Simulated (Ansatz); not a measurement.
`FC[SiH2][AlH][Cl]` and `O[SiH2][AlH][Cl]` differ in one atom or group.

Ansatz, PBE0-D4/def2-TZVP geometries, multiplicity 1. Each molecule was computed in one conformer, which needn't be the lowest. `FC[SiH2][AlH][Cl]` holds a close contact that its SMILES doesn't draw: Al···F 2.02 Å.

| property | `FC[SiH2][AlH][Cl]` |
| --- | --- |
| size of the dipole moment (ωB97M-V/def2-TZVPP) / D | 3.45 |
| HOMO–LUMO gap (PBE/def2-TZVPP) / eV | 4.41 |
| size of the dipole moment (PBE/def2-TZVPP) / D | 3.32 |
| size of the dipole moment (B3LYP/def2-TZVPP) / D | 3.47 |
| LUMO energy (ωB97M-V/def2-TZVPP) / eV | 0.80 |
| HOMO–LUMO gap (PBE0/def2-TZVPP) / eV | 6.41 |

Task: Give the same properties after the change, and the shifts. (Estimate.)

Result: Ansatz gave: 
| property | `O[SiH2][AlH][Cl]` | shift |
| --- | --- | --- |
| size of the dipole moment (ωB97M-V/def2-TZVPP) / D | 1.20 | -2.25 |
| HOMO–LUMO gap (PBE/def2-TZVPP) / eV | 3.67 | -0.74 |
| size of the dipole moment (PBE/def2-TZVPP) / D | 0.98 | -2.34 |
| size of the dipole moment (B3LYP/def2-TZVPP) / D | 1.19 | -2.28 |
| LUMO energy (ωB97M-V/def2-TZVPP) / eV | -0.39 | -1.19 |
| HOMO–LUMO gap (PBE0/def2-TZVPP) / eV | 5.54 | -0.87 |

With PBE0 the HOMO falls by 0.29 eV and the LUMO falls by 1.15 eV, so the gap narrows by about 0.86 eV. PBE moves the HOMO by -0.23 eV and ωB97M-V by -0.28 eV. Dipoles are sizes alone; their direction can turn.

B3LYP here is the variant with VWN-RPA as its local correlation; programs differ in this.
